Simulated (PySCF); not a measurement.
2,5-dihydro-1H-silol-1-amine (C4H9NSi), SMILES N[SiH]1CC=CC1.

The structure is a stationary point at PBE-D3(BJ)/def2-SVP. The values are those of a single conformer.

Method: PySCF 2.14.0 with PBE-D3(BJ)/def2-SVP.

Frequencies are harmonic and unscaled.

```
mode  ν (cm⁻¹)  IR (km/mol)  moving atoms (share of kinetic energy)
----  --------  -----------  --------------------------------------
1           57          1.3                  C 41 %, H 37 %, N 20 %
2          170         10.6                  H 68 %, C 14 %, N 12 %
3          221          7.3         H 43 %, N 21 %, C 19 %, Si 18 %
4          268         15.3           H 61 %, N 20 %, C 9 %, Si 9 %
5          361          0.0                          H 50 %, C 49 %
6          429        164.3                          H 69 %, N 25 %
7          446         34.3                 Si 44 %, C 38 %, H 15 %
8          590         16.5                          H 76 %, C 19 %
9          594         11.2                 C 45 %, H 38 %, Si 17 %
10         640         34.5                 H 46 %, C 38 %, Si 13 %
11         666         15.5                          C 52 %, H 40 %
12         704         41.7                          H 82 %, C 16 %
13         735          0.9                          H 61 %, C 38 %
14         779         13.2          H 49 %, C 23 %, N 20 %, Si 8 %
15         822         34.9                 H 49 %, C 31 %, Si 13 %
16         854         53.8         H 37 %, Si 29 %, N 23 %, C 11 %
17         894         84.6                  H 73 %, C 11 %, Si 9 %
18         923         28.1                          C 55 %, H 38 %
19         939         18.9                          H 70 %, C 29 %
20         944         13.8                          H 73 %, C 27 %
21        1068         10.1                          H 78 %, C 22 %
22        1070         11.8                          H 80 %, C 19 %
23        1076         31.0                          H 84 %, C 15 %
24        1148          5.0                          C 55 %, H 45 %
25        1183         17.9                          H 66 %, C 33 %
26        1320          0.4                          H 62 %, C 37 %
27        1357          6.0                          H 90 %, C 10 %
28        1360          6.9                          H 90 %, C 10 %
29        1497         33.7                          H 90 %, N 10 %
30        1637         16.5                                  C 92 %
31        2158        151.5                                  H 97 %
32        2957         17.4                                  H 94 %
33        2965         12.5                                  H 94 %
34        3005          9.0                           H 91 %, C 9 %
35        3009          5.7                           H 91 %, C 9 %
36        3072          5.2                                  H 92 %
37        3095         38.7                           H 91 %, C 9 %
38        3474         15.3                                  H 96 %
39        3568         16.0                           H 92 %, N 8 %
```
